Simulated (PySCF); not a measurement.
Compound: C5H10O2Si.
SMILES: `C1CC[SiH](C1)C(=O)O`

Computed with PySCF at wB97X-D/def2-SVPD, non-relativistic, on one gas-phase PBE0-D3(BJ)/def2-SVP geometry that isn't relaxed in the solvent. The solvent is an IEF-PCM continuum (cavity from Bondi-type radii × 1.2), and excitations are vertical TDDFT with non-equilibrium linear response and a frozen core. The model holds no explicit solvent molecules, cavitation or dispersion.

Gas-phase singlets (H = HOMO, L = LUMO):

```json
{"state": "S1", "E (eV)": "5.009", "λ (nm)": "248", "f": "0.004", "leading configuration": "H→L 90%"}
{"state": "S2", "E (eV)": "7.191", "λ (nm)": "172", "f": "0.182", "leading configuration": "H-1→L 87%"}
{"state": "S3", "E (eV)": "7.395", "λ (nm)": "168", "f": "0.049", "leading configuration": "H→L+1 65%"}
{"state": "S4", "E (eV)": "7.594", "λ (nm)": "163", "f": "0.031", "leading configuration": "H-2→L 84%"}
{"state": "S5", "E (eV)": "7.940", "λ (nm)": "156", "f": "0.001", "leading configuration": "H-7→L 44%"}
```

Task: How does the list change in chloroform (ε = 4.711)?

Result: 
```csv
state,E (eV),λ (nm),f,leading configuration,change by rank (eV)
S1,5.080,244,0.005,H→L 90%,+0.071
S2,6.999,177,0.212,H-1→L 95%,-0.192
S3,7.460,166,0.043,H-2→L 82%,+0.065
S4,7.587,163,0.087,H→L+1 65%,-0.007
S5,7.930,156,0.002,H-7→L 40%,-0.010
```

Task: The ground-state energy changes by -0.198 eV from gas to chloroform. By how much does the total energy of gas-phase S1 change?

Result: E(S1) = E(S0) + excitation energy, so it changes by -0.198 + 0.071 = -0.127 eV: it is lowered less than the ground state, which is what a blue shift means. This is the vertical state, with the slow part of the continuum still set for S0.

Task: How do the frontier levels move from gas to chloroform?

Result: 
```json
{"orbital": "LUMO+2", "gas (eV)": "2.47", "solvent (eV)": "2.64", "change (eV)": "+0.17"}
{"orbital": "LUMO+1", "gas (eV)": "1.91", "solvent (eV)": "2.09", "change (eV)": "+0.18"}
{"orbital": "LUMO", "gas (eV)": "1.13", "solvent (eV)": "1.11", "change (eV)": "-0.02"}
{"orbital": "HOMO", "gas (eV)": "-9.53", "solvent (eV)": "-9.60", "change (eV)": "-0.07"}
{"orbital": "HOMO-1", "gas (eV)": "-10.22", "solvent (eV)": "-10.06", "change (eV)": "+0.16"}
{"orbital": "HOMO-2", "gas (eV)": "-10.90", "solvent (eV)": "-10.78", "change (eV)": "+0.12"}
{"orbital": "HOMO-3", "gas (eV)": "-11.23", "solvent (eV)": "-11.02", "change (eV)": "+0.21"}
```

The HOMO–LUMO gap goes from 10.66 to 10.71 eV.

Note: wB97X-D ran without an empirical dispersion term, which enters the total energy and its gradient alone.
